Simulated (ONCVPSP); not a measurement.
# Ni, ONCV: configuration errors across variants

- Element: nickel (Ni)
- Generator: ONCVPSP 4.0.1
- Type: optimised norm-conserving Vanderbilt (ONCV)
- Functional: PBE
- Relativity: scalar-relativistic
- Frozen core: [Ne]
- Valence charge: 18
- Reference configuration: 3s2 3p6 3d8 4s1.5 4p0.5
- Partial waves: 3s+4s: rc 1.45 bohr, ncon 4, nbas 7, qcut 9.8 1/bohr, 2 projectors; 3p+4p: rc 1.25 bohr, ncon 5, nbas 8, qcut 11.4 1/bohr, 2 projectors; 3d: rc 1.05 bohr, ncon 4, nbas 9, qcut 12 1/bohr, local
- Local potential: the d channel
- Core correction: Teter function, parameters optimised by the program

All-electron excitation energies from the reference (eV): (1) 3s2 3p6 3d8 4s2 4p0 -2.253; (2) 3s2 3p6 3d8 4s1 4p0 7.070; (3) 3s2 3p6 3d8 4s0 4p0 24.421; (4) 3s2 3p6 3d8 4s1 4p1 2.343.

3 further variants failed, have other tests or too few solved ones, and are left out.

A true bound ghost makes a file unfit for plane-wave use even where its test errors are small: the radial tests pick states by their node count and pass the ghost by.

Errors AE − PS in meV (a dash: test not solved or not reliable):

```tsv
change	(1)	(2)	(3)	(4)	bound ghosts	GHOST(+) flags above zero
base	+0.3	-0.7	-0.6	-0.5	none	s
d: rc 0.72	+0.3	-0.4	-0.6	-0.3	s, p	p
d: rc 0.88	+0.3	-0.4	-0.7	-0.2	none	s
d: rc 1.12	+0.3	-0.5	-0.3	-0.3	s	none
```

Give the same row for: d: rc 0.98.

+0.3, -0.4, -0.6, -0.2; bound ghosts: none; GHOST(+) flags above zero: s.
